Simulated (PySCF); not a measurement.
One molecule, one basis, several functionals.

Phosphorus tribromide, PBr3.
SMILES: `BrP(Br)Br`

PySCF, def2-SVPD basis, density fitting, gas phase, PBE0-D3(BJ)/def2-SVP geometry; singlet excitations by full TDDFT with frozen cores, triplets by Tamm–Dancoff TDDFT and ionisation energies by ΔSCF, from the lowest of the holes tried. One functional is left out:

```csv
functional,exact exchange (%),HOMO energy (eV),LUMO energy (eV),lowest singlet excitation (eV),lowest triplet excitation (eV),dipole moment (D),mean polarisability (au),vertical ionisation energy (eV)
LDA,0,-7.07,-3.44,3.89,3.49,0.342,98.3,9.81
PBE,0,-6.92,-3.21,3.95,3.51,0.308,98.4,9.61
B3LYP,20,-7.80,-2.63,4.20,3.69,0.420,95.9,9.86
BHandHLYP,50,-8.98,-1.52,4.59,3.98,0.464,92.6,9.99
```

**Question.** Predict the row of PBE0 (25 % exact exchange) by straight lines through the other rows, and check it.

**Answer.** 
| property | line | computed | computed − line | B3LYP (20 %), for comparison |
| --- | --- | --- | --- | --- |
| HOMO energy (eV) | -7.99 | -8.02 | -0.03 | -7.80 |
| LUMO energy (eV) | -2.43 | -2.43 | 0.00 | -2.63 |
| lowest singlet excitation (eV) | 4.26 | 4.29 | +0.03 | 4.20 |
| lowest triplet excitation (eV) | 3.74 | 3.76 | +0.02 | 3.69 |
| dipole moment (D) | 0.405 | 0.354 | -0.051 | 0.420 |
| mean polarisability (au) | 95.4 | 94.7 | -0.7 | 95.9 |
| vertical ionisation energy (eV) | 9.86 | 9.90 | +0.04 | 9.86 |
